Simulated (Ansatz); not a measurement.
Cost and result for the atomization energy of C$_{2}$H$_{4}$AlFS (9 atoms, 9 bonds).

Cartesian coordinates in Å:
```
F -0.268 -0.918 -1.039
C -0.005 -0.549 0.385
Al -1.277 0.678 -0.538
C 1.355 -0.175 0.614
S 2.528 0.107 -0.465
H -0.407 -1.361 0.989
H -2.801 0.280 -0.442
H -0.661 1.970 -1.189
H 1.536 -0.033 1.686
```

The species carries charge 0 and has multiplicity 1. The bonds changed during the relaxation, so this is another structure than the one it started from. The structure was optimised at the PBE0-D4/def2-TZVP level. It is one conformer, not always the lowest. Program: Ansatz. All runs use 4 threads of an Arm Neoverse V1 on a shared host. Times are those of one run each, without the atoms' runs, and a repeat can differ threefold. Electronic energies, without spin–orbit coupling; frozen cores. CCSD(T)/CBS adds CCSD(T) − MP2 in def2-TZVPP to the MP2 limit, and its time is that of the two runs behind it. T1 = 0.016; the RHF reference is unstable towards UHF. B3LYP takes the VWN-RPA correlation (the form of Gaussian; ORCA's B3LYP/G).

CCSD(T)/CBS is a level of theory with its own doubt, some kJ/mol a heavy atom from the limit and from the frozen cores, so smaller differences don't rank the functionals.

```tsv
level	functions	atomization (kcal/mol)	difference from CCSD(T)/CBS	per bond
r2SCAN-D4/def2-TZVPP (with forces)	233	739.8	8.0	0.9
PBE-D4/def2-TZVPP (with forces)	233	754.1	22.3	2.5
CCSD(T)/def2-TZVPP	233	710.2	-21.6	-2.4
CCSD(T)/CBS(def2)	–	731.8	0.0	0.0
B2PLYP/def2-TZVPP	233	723.0	-8.8	-1.0
ωB97X-V/def2-TZVPP	233	735.1	3.3	0.4
PBE0-D4/def2-TZVPP	233	734.0	2.2	0.2
B3LYP-D4/def2-TZVPP (with forces)	233	731.3	-0.5	-0.1
ωB97M-V/def2-TZVPP (with forces)	233	736.4	4.6	0.5
MP2/def2-QZVPP	431	740.2	8.4	0.9
```

Task: Order the runs by time, with rough figures. (Best estimate.)

Result: Ansatz gave: PBE-D4/def2-TZVPP (with forces) 2.4 s; PBE0-D4/def2-TZVPP 2.7 s; B3LYP-D4/def2-TZVPP (with forces) 4.2 s; r2SCAN-D4/def2-TZVPP (with forces) 4.6 s; B2PLYP/def2-TZVPP 5.5 s; ωB97X-V/def2-TZVPP 7.5 s; ωB97M-V/def2-TZVPP (with forces) 12 s; MP2/def2-QZVPP 19 s; CCSD(T)/def2-TZVPP 88 s; CCSD(T)/CBS(def2) 110 s.

In def2-TZVPP, CCSD(T) changes the Hartree–Fock value by +198.5 kcal/mol (the triples alone add +15.6 kcal/mol) and MP2 by +215.5 kcal/mol; breaking electron pairs costs correlation energy, which Hartree–Fock lacks. From PBE to PBE0 (25 % exact exchange), in def2-TZVPP and without D4, the atomization energy moves by −19.3 kcal/mol: exact exchange takes away binding that semilocal exchange gives to molecules. The D4 term adds +7.9 kcal/mol with B3LYP and +4.1 kcal/mol with PBE0; it sums over pairs of atoms, weighted by their polarisabilities, and B3LYP, whose exchange is more repulsive, gets the larger term.
